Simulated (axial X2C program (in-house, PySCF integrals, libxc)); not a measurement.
# CsS⁻: from the spin-free to the two-component result

Calculated with an axial X2C code built on PySCF integrals. Spin-free means the one-electron spin-free X2C Hamiltonian; two-component (2c) means X2C with spin–orbit coupling and atomic mean-field two-electron Coulomb and Gaunt terms, so the difference of the two also holds small scalar two-electron terms. Basis: Cs dyall-av3z [16s16p10d2f], S dyall-av3z [9s8p3d2f] (cores contracted in-house); Gaussian nuclei, density fitting, unrestricted open shells. Masses: Cs 132.905 u, S 31.972 u.

Spin-free state: M_S = 0, Λ = 0 (closed shell); fragments Cs + S-.

| level | Re (Å) | ωe (cm⁻¹) | De (eV) | μ (D) |
| --- | --- | --- | --- | --- |
| PBE0 | 2.840 | 235.0 | 1.467 | -11.65 |
| PBE50 | 2.821 | 248.7 | 1.229 | -14.23 |
| M06 | 2.854 | 231.3 | 1.696 | -11.80 |

Dipoles are positive if S is the positive end and refer to the centre of mass.

Two-component determinant lowest at the distance of the search:

Ω = 0 (closed shell); fragments Cs + S-.

```json
{"level": "PBE0", "Re (Å)": "2.838", "ωe (cm⁻¹)": "235.3", "De (eV)": "1.471", "μ (D)": "-11.64"}
{"level": "PBE50", "Re (Å)": "2.820", "ωe (cm⁻¹)": "249.0", "De (eV)": "1.232", "μ (D)": "-14.21"}
{"level": "M06", "Re (Å)": "2.853", "ωe (cm⁻¹)": "231.3", "De (eV)": "1.679", "μ (D)": "-11.78"}
```

Problem. From the two tables, how do the constants change at the PBE0 level (2c against spin-free)?

Solution. At the PBE0 level Re falls by 0.002 Å and ωe increases by 0.3 cm⁻¹; De is not compared, since the atomic limits differ or miss part of their spin–orbit lowering.

The state is a single determinant with fixed occupations, the lowest that a limited PBE0 search found. Closed shells are restricted here (equal orbitals for both partners); the stretched side of such a curve lies too high. De is counted from the lowest determinant-based energies of the atoms at the same level, without counterpoise correction. The 2c atoms are single determinants rather than J levels; their spin–orbit lowering is only partly caught, and De is too large by that part. This holds for PBE0, PBE50. PBE0 can misorder states that lie within some tenths of an eV, so this need not be the ground state of the molecule. The nearest other spin-free determinant of the search, M_S = 1, Λ = 0, lies 0.31 eV up at the distance of the search. Without a current term, density functionals place determinants with orbital angular momentum somewhat too high. Some points did not converge and are left out. The highest occupied level of some functionals is positive through self-interaction error; at Hartree–Fock it is bound.
